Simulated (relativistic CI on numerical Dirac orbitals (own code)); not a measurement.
# What each ingredient does to the levels of Er⁴⁷⁺

Base calculation: Dirac-Coulomb-Breit CI, KLI orbitals optimised for each configuration, model QED (radiative potential, 1s self-energy scaled to tabulated hydrogen-like ionisation energies), unscaled Slater integrals.

Configuration list (outside the closed core [Ne]): 3s2.3p6.3d3, 3s2.3p5.3d4, 3s.3p6.3d4, 3s2.3p6.3d2.4s, 3s2.3p6.3d2.4p, 3s2.3p6.3d2.4d, 3s2.3p5.3d3.4s, 3s2.3p6.3d2.4f, 3s2.3p5.3d3.4p, 3s.3p6.3d3.4s, 3p6.3d4.4p, 3p6.3d5, 3p5.3d6, 3p5.3d5.4s, 3p6.3d4.4s, 3p5.3d4.4s2, 3s2.3p6.3d.4s2, 3s2.3p6.4s2.4p, 3s2.3p6.4s2.4d. Double excitations out of closed p, d and f shells are left out; levels of such configurations are missing from the list, as are those of other unlisted configurations, and high levels can miss mixing partners. These lack a partner that the ground configuration has and come out too high: 3s2.3p5.3d3.4p.

Variants: (1) configuration mixing switched off; (2) non-relativistic limit. Shifts of the energy above 3s2.3p6.3d3 4F_3/2, in cm⁻¹, for the lowest level and the first level of each name with at least 55 % of one term (blank where a level changes its place among those of its configuration and J or its character, or is not in the variant):

```
              Level     Base   Δ(1)     Δ(2)
 3s2.3p6.3d3 4F_3/2        0      0        0
 3s2.3p6.3d3 4F_5/2   333979   -782  -333978
 3s2.3p6.3d3 4P_1/2   424186  +1430  -321531
 3s2.3p6.3d3 4F_7/2   736998   -902         
 3s2.3p6.3d3 2P_1/2   831740  +1168  -684509
3s2.3p6.3d3 2H_11/2   841141  -2688  -690334
 3s2.3p6.3d3 2F_7/2   914957  +1529  -662636
 3s2.3p6.3d3 2D_3/2  1057360  +1076  -899931
```

At this charge energies of transitions that change n are usually good to better than 1 %, and those within a shell (Δn = 0) to a few per cent.

Ionisation energy from the two ground configurations alone: base 4037.82 eV. The NIST ASD value (theoretical) is 4038 eV.

LS names give the leading component of a level, which can be under half, so a name can repeat, a term be missing and a line seem to break the LS rules.
